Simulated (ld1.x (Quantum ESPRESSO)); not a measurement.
**What one change does to a pseudopotential (palladium, TM)**

Pd (Z = 46), norm-conserving Troullier–Martins (Kleinman–Bylander form), made with ld1.x (Quantum ESPRESSO) 7.5 (LDA (PZ), scalar-relativistic). Core [Kr], reference 4d10 5s0 5p0. Waves: 5s (bound, empty): rc 2.15 bohr; 5p (bound, empty): rc 3.35 bohr; 4d (bound): rc 1.50 bohr. Local part: the d channel. Core correction: none.

Change: core correction a·sin(br)/r model core inside 1.04 bohr.

Cutoffs: the cutoffs (Ry, on a coarse ladder) from which the occupation-weighted sum of valence levels, in a spherical-Bessel basis at the reference potential, stays within 10 and 1 mRy of its value at 400 Ry; they do not see the model core or the augmentation charge, which bear on the density cutoff. Errors are all-electron minus pseudo energies relative to the spin-unpolarised reference configuration.

Problem. How do hardness, ghosts and transferability respond?

Solution. The potential gets neither clearly harder nor softer (70 Ry and 80 Ry → 70 Ry and 80 Ry); both files keep a bound ghost (p, s); the number of tests that count goes from 9 to 8; of the 8 tests that both files solve, the error grows in 6 and shrinks in 2 by more than 15 % and 0.3 meV (median size 76.0 → 73.4 meV). A model core, the more so a compact one, raises the density cutoff, which this test does not measure.

| quantity | base | changed |
| --- | --- | --- |
| cutoff, loose | 70 Ry | 70 Ry |
| cutoff, tight | 80 Ry | 80 Ry |
| bound ghosts | s, p | s, p |
| tests counted (converged, no solver errors) | 9 of 9 | 8 of 9 |
| error for 4d9 5s0 5p0, meV [ΔE 9.39 eV] | -3.9 | -18 |
| error for 4d8 5s0 5p0, meV [ΔE 30.47 eV] | -55 | -144 |
| error for 4d7 5s0 5p0, meV [ΔE 65.06 eV] | -238 | -524 |
| error for 4d9 5s1 5p0, meV [ΔE 1.44 eV] | -30 | -39 |
| error for 4d6 5s0 5p0, meV [ΔE 114.62 eV] | -649 | -1335 |
| error for 4d9.5 5s0 5p0, meV [ΔE 3.37 eV] | -0.1 | -2.7 |
| error for 4d9 5s0 5p0 (spin-polarised), meV [ΔE 9.24 eV] | +97 | -10 |
| error for 4d8 5s0 5p0 (spin-polarised), meV [ΔE 29.83 eV] | +421 | -108 |
| s: phases at 3.63 bohr within 0.05 rad from the reference energy up to (Ry; the scan ends near 5) | 1.4 | 1.4 |
| p: phases at 3.63 bohr within 0.05 rad from the reference energy up to (Ry; the scan ends near 5) | 2.1 | 2.1 |
| d: phases at 3.63 bohr within 0.05 rad from the reference energy up to (Ry; the scan ends near 5) | to the end of the scan | to the end of the scan |

Changed file: Tests not counted: 4d9 5s0 5p1 (solver errors, printed error -2.2 eV). These tests converged, but a pseudo level misses the all-electron one widely, so the file describes the atom poorly there or has found another state: 4d7 5s0 5p0: empty 5s by 4.7 eV (a node warning on the way). A true bound ghost makes a file unfit for plane-wave use even where its test errors are small: the radial tests pick states by their node count and pass the ghost by. Where a test does run into it, the solver fails or the error is huge.
